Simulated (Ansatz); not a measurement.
Spectroscopic constants of SnP, multiplicity 4 (an upper state: multiplicity 2 came lower at CCSD(T)/def2-TZVPP on PBE0 minima). No spin–orbit coupling.

The constants come from a fifth-degree fit in 1/R (seven points, main isotopes). In def2 and cc sets the state is the lowest found near the PBE0 minimum, followed along R.

Run with Ansatz (a quantum-chemistry and plane-wave program). Values without a source in brackets are computed. In def2 rows elements past Kr take small-core potentials, without spin–orbit coupling.

| level | r_e (Å) | ω_e (cm⁻¹) | ω_e x_e (cm⁻¹) | B_e (cm⁻¹) | dipole (D) |
|---|---|---|---|---|---|
| PBE/def2-TZVPP | 2.653 | 270 | 0.87 | 0.0973 | 1.10 |
| PBE0/def2-TZVPP | 2.621 | 284 | 0.88 | 0.0997 | 1.20 |
| wB97X-V/def2-TZVPP | 2.604 | 294 | 0.84 | 0.101 | 1.35 |
| CCSD/def2-TZVPP | 2.621 | 282 | 1.0 | 0.0997 | - |
| CCSD(T)/def2-TZVPP | 2.630 | 276 | 1.0 | 0.0990 | - |

Correlated levels freeze the inner cores; with def2 sets outer-core shells near the valence are correlated too.
